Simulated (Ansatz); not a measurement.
A structure relaxed at PBE0-D4/def2-TZVP, charge 0, multiplicity 1:

Cartesian coordinates in Å:
```
F 1.437 1.046 -1.772
C 0.320 0.674 -1.166
F -0.540 0.264 -2.094
F -0.211 1.754 -0.573
O 0.586 -0.296 -0.283
Si -0.170 -0.637 1.148
Cl -2.156 -0.885 0.843
Cl 0.682 -2.356 1.774
H 0.053 0.436 2.123
```

Q: Give its formula and SMILES.

A: CHCl2F3OSi, `FC(F)(F)O[SiH](Cl)Cl`.

Q: Summarise the bond lengths by kind.

A: 3 × C–F 1.324 to 1.341 Å; 1 × C–O 1.338 Å; 1 × O–Si 1.654 Å; 2 × Cl–Si 2.019 to 2.024 Å; 1 × H–Si 1.467 Å.

Results of the Gaussian-basis code of Ansatz.
